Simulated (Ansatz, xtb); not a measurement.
Isomers of C3H7AlOSi in order of energy

3 gas-phase structures of C3H7AlOSi, from a drawn sample of its isomers (lower ones may exist). Each was relaxed with GFN2-xTB; where two conformers were screened, the lower at r2SCAN-D4/def2-SVP//GFN2-xTB is listed:

A. `CC#C[SiH2][O][AlH2]`, a singlet
B. `C#C[CH2][AlH][O][SiH3]`, a singlet
C. `[AlH2][O][SiH2]C1C=C1`, a singlet

Q: Make a reasoned guess at their ranking by r2SCAN-D4/def2-SVP//GFN2-xTB single-point energy.

A: Calculated order at r2SCAN-D4/def2-SVP//GFN2-xTB: A (0.0), B (10.9), C (30.8) kcal/mol.

Energies above the lowest of each column, in kcal/mol; the last columns are at r2SCAN-D4/def2-SVP geometries:

```tsv
structure	GFN2-xTB	HF/STO-3G	r2SCAN-D4/def2-SVP//GFN2-xTB	r2SCAN-D4/def2-SVP	CCSD(T)/def2-SVP + ΔMP2/def2-TZVPP
A	0.0	0.0	0.0	0.0	0.0
B	15.5	9.4	10.9	9.6	10.1
C	28.9	44.2	30.8	25.4	31.4
```

Every level run on A puts it lowest or level with the lowest. Flexible structures stand in one conformer each, not always the lowest. ΔMP2 is the change of the MP2 energy from the smaller to the larger basis.

Programs: Ansatz 0.2.0, xtb 6.7.1.
